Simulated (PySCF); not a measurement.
**Computed vibrations of [Nd(H2O)4]2+**

[Nd(H2O)4]2+ (singlet in the valence; each metal's 4f electrons, 4 of them, lie in its core potential, out of spins and levels). PySCF 2.14.0, RKS PBE0, Nd lcecp-0-SVP with ECP50, O def2-SVP, H def2-SVP; non-relativistic Hamiltonian with scalar-relativistic core potentials where named; density fitting; no spin-orbit coupling. Central differences of gradients.

```xyz
13

Nd    0.0000    0.0000    0.0000
O     1.4715    1.4866    1.4866
H     1.8331    1.2853    2.3649
H     1.8331    2.3649    1.2853
O    -1.4715   -1.4866    1.4866
H    -1.8331   -1.2853    2.3649
H    -1.8331   -2.3649    1.2853
O     1.4715   -1.4866   -1.4866
H     1.8331   -2.3649   -1.2853
H     1.8331   -1.2853   -2.3649
O    -1.4715    1.4866   -1.4866
H    -1.8331    2.3649   -1.2853
H    -1.8331    1.2853   -2.3649
```

Run from Python with OMP_NUM_THREADS=2. Where DIIS fails, smearing, a level shift and second-order steps follow.
It took 88 s on 2 threads of Arm Neoverse V2, with other jobs on the host.

(1) What are the harmonic wavenumbers and infrared intensities?

(2) Is this a minimum?

An lcecp potential fixes the number of 4f electrons, so in runs with it no electron can move into or out of that shell; real Nd(II) is rare or takes another configuration.

Answers

(1) Modes are labelled in D2d; negative numbers are unstable modes, those under 60 cm⁻¹ near the noise; a finer grid moves soft modes by up to 10 cm⁻¹.
```csv
cm⁻¹,km/mol,symmetry
-111,–,a2
-41,–,e
-41,–,e
-29,–,b1
-15,–,b2
29,0.0,a1
53,2.9,e
53,2.9,e
53,0.0,b1
268,0.0,a1
272,6.4,e
272,6.4,e
274,4.9,b2
452,0.0,a2
466,1.9,e
466,1.9,e
482,0.0,b1
496,400.1,e
496,400.1,e
497,0.0,a1
505,812.0,b2
1673,141.9,b2
1674,122.5,e
1674,122.5,e
1677,0.0,a1
3791,239.3,e
3791,239.3,e
3791,266.9,b2
3796,0.0,a1
3855,0.0,a2
3856,0.0,b1
3857,452.6,e
3857,452.6,e
```

(2) No: 4 unstable (and 1 more above −25 cm⁻¹, within the noise); the lowest moves the atoms so:
```
Nd   0.00  0.00  0.00
O    0.00 -0.01  0.01
H   -0.29  0.13  0.15
H    0.29 -0.15 -0.13
O    0.00 -0.01 -0.01
H   -0.29  0.13 -0.15
H    0.29 -0.15  0.13
O    0.00  0.01 -0.01
H    0.29  0.15  0.13
H   -0.29 -0.13 -0.15
O    0.00  0.01  0.01
H    0.29  0.15 -0.13
H   -0.29 -0.13  0.15
```
